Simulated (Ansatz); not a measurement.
Mo(OH)F5 (MoOF5H): single points at one geometry.

```yaml
crystal:
  periodic: [false, false, false]
  atoms:
    - {symbol: Mo, position_ang: [0.105652, -0.031938, -0.294189]}
    - {symbol: O, position_ang: [-0.002494, 0.077998, 1.527446]}
    - {symbol: H, position_ang: [-0.577692, 0.208664, 2.295523]}
    - {symbol: F, position_ang: [-0.009772, -0.106054, -2.125717]}
    - {symbol: F, position_ang: [1.939114, -0.073273, -0.323371]}
    - {symbol: F, position_ang: [-1.742666, -0.003765, -0.323777]}
    - {symbol: F, position_ang: [0.177779, 1.799697, -0.468683]}
    - {symbol: F, position_ang: [0.110080, -1.871329, -0.287232]}
basis:
  gaussian: {orbitals: def2-TZVP, initial_orbitals: start.molden}
correlation: {method: mp2}
scf: {omitted_lower_state_checks: [starts]}
output: {orbitals: {seedname: orbitals}}
```

The file start.molden holds the orbitals of an earlier run on this structure, at another level or in another basis.

```sh
$ ansatz run in.yaml --threads 4 --pin off --events-out ev --progress --plain --max-ram 4787MiB
```

Output, abridged:

```
Functional definition: HF
  name "HF"
  cite "Fock, Z. Phys. 61, 126 (1930) doi:10.1007/BF01340294"
  parent pbe
  exchange = exact_x
  correlation = 0
these checks for a lower state are left out or cut short: starts
1641 factors; integrals over basis functions are off by at most 1.2e-3 eV
mean field evaluation 1: about -17426.3330 eV, gradient 3.9e1 eV
mean field evaluation 2: about -17428.5616 eV, gradient 3.1e0 eV
mean field evaluation 4: about -17429.0886 eV, gradient 2.3e0 eV
mean field evaluation 8: about -17429.0963 eV, gradient 5.0e-4 eV
mean field -17429.09634453 eV, -640.5074767955 hartree, gradient 7.8e-6 eV, S^2 0.000000; 0 other end points of the search recorded, 0 dependent functions left out
6 core orbitals not correlated: weight in the atoms' cores, before any rotation towards them, 1.000 or more for the frozen orbitals, at most 0.000 for the correlated occupied ones
reference -17429.09634453 eV, -640.5074767955 hartree; 28, 28 occupied and 198, 198 virtual orbitals, 1641 factors
second order -55.53826765 eV of doubles, -0.00000000 eV of singles
Total energy: -17484.63461217 eV, -642.5484704863 hartree
Checks for a lower state left out: starts
```

Hardware: 4 threads of Arm Neoverse V1 on a shared host. Wall time 4.3 s, peak host memory 0.57 GiB.

First input, but with `hamiltonian: {xc: pbe0, dispersion: d4}` and without the key `correlation` (abridged; 3.7 s):

```
Functional definition: PBE0
mean field -17500.75010835 eV, -643.1407040474 hartree, gradient 2.6e-5 eV, S^2 0.000000
Total energy: -17500.90172280 eV, -643.1462757755 hartree
Checks for a lower state left out: starts
```

As the first input, with `gaussian: {orbitals: def2-SVP, initial_orbitals: start.molden}`, `correlation: {method: ccsd_t}` (abridged; 35 s):

```
Functional definition: HF
mean field -17408.41733961 eV, -639.7475373817 hartree, gradient 3.8e-6 eV, S^2 0.000000
6 core orbitals not correlated: weight in the atoms' cores, before any rotation towards them, 1.000 or more for the frozen orbitals, at most 0.000 for the correlated occupied ones
second order -43.24391727 eV of doubles, -0.00000000 eV of singles
cycle   1  -39.09720141 eV  change     4.1e0 eV  update   3.6e-1
cycle   2  -41.32135530 eV  change    -2.2e0 eV  update   2.6e-1
cycle   3  -41.63941422 eV  change   -3.2e-1 eV  update   5.2e-2
cycle   4  -41.63795511 eV  change    1.5e-3 eV  update   1.9e-2
cycle   5  -41.60962117 eV  change    2.8e-2 eV  update   5.6e-3
cycle   6  -41.60429300 eV  change    5.3e-3 eV  update   2.5e-3
cycle   7  -41.60683287 eV  change   -2.5e-3 eV  update   1.4e-3
cycle   8  -41.60669255 eV  change    1.4e-4 eV  update   4.5e-4
cycle   9  -41.60629975 eV  change    3.9e-4 eV  update   2.2e-4
cycle  10  -41.60664225 eV  change   -3.4e-4 eV  update   1.2e-4
cycle  11  -41.60661281 eV  change    2.9e-5 eV  update   6.1e-5
cycle  12  -41.60652282 eV  change    9.0e-5 eV  update   3.0e-5
cycle  13  -41.60653362 eV  change   -1.1e-5 eV  update   1.3e-5
perturbative correction -1.74811487 eV, -0.0642420364 hartree
Total energy: -17451.77198810 eV, -641.3407913268 hartree
Checks for a lower state left out: starts
```

First input, but with `gaussian: {orbitals: def2-TZVPD, initial_orbitals: start.molden}`, `hamiltonian: {xc: {name: B97M-V}}` and without the key `correlation` (abridged; 15 s):

```
Functional definition: B97M-V
mean field -17511.86657242 eV, -643.5492265669 hartree, gradient 7.2e-6 eV, S^2 0.000000
Total energy: -17511.86667744 eV, -643.5492304263 hartree
Checks for a lower state left out: starts
```

As the first input, with `gaussian: {orbitals: def2-TZVPD, initial_orbitals: start.molden}`, `hamiltonian: {xc: pbe, dispersion: d4}` and without the key `correlation` (abridged; 3.8 s):

```
Functional definition: PBE
mean field -17503.76833692 eV, -643.2516219016 hartree, gradient 3.5e-5 eV, S^2 0.000000
Total energy: -17503.94954568 eV, -643.2582812004 hartree
Checks for a lower state left out: starts
```

First input, but with `hamiltonian: {xc: pbe, dispersion: d4}`, `output: {forces: true, orbitals: {seedname: orbitals}}` and without the key `correlation` (abridged; 3.1 s):

```
Functional definition: PBE
mean field -17503.57021304 eV, -643.2443409831 hartree, gradient 1.8e-5 eV, S^2 0.000000
Total energy: -17503.75142424 eV, -643.2510003720 hartree
Atom 0 force    -0.022636     0.005889     0.014600 eV/Å
Atom 1 force     0.105077     0.010719     0.521695 eV/Å
Atom 2 force    -0.087034     0.012053     0.055447 eV/Å
Atom 3 force    -0.031421    -0.024622    -0.551422 eV/Å
Atom 4 force     0.563808    -0.011287     0.013562 eV/Å
Atom 5 force    -0.575710     0.007445    -0.014831 eV/Å
Atom 6 force     0.035913     0.563150    -0.051390 eV/Å
Atom 7 force     0.012003    -0.563347     0.012339 eV/Å
Dipole moment:    -0.158626     0.060345     0.689998 e Å
Checks for a lower state left out: starts
```

First input, but with `hamiltonian: {xc: pbe}`, `correlation: {method: rpa}` and without the key `output` (abridged; 7 s):

```
Functional definition: PBE
mean field -17503.57017605 eV, -643.2443396238 hartree, gradient 6.0e-6 eV, S^2 0.000000
6 core orbitals not correlated: weight in the atoms' cores, before any rotation towards them, 1.000 or more for the frozen orbitals, at most 0.000 for the correlated occupied ones
Total energy: -17505.07726299 eV, -643.2997240474 hartree
Checks for a lower state left out: starts
```

Geometry: r2SCAN-D4/def2-SVP.

In the def2 sets Mo takes a core potential; there is no spin–orbit coupling. Correlated methods freeze 6 core orbitals; core or outer-core shells of Mo are correlated, in sets that lack core-valence functions. At MP2/def2-TZVP the test of the restricted singlet for broken spin symmetry was undecided.
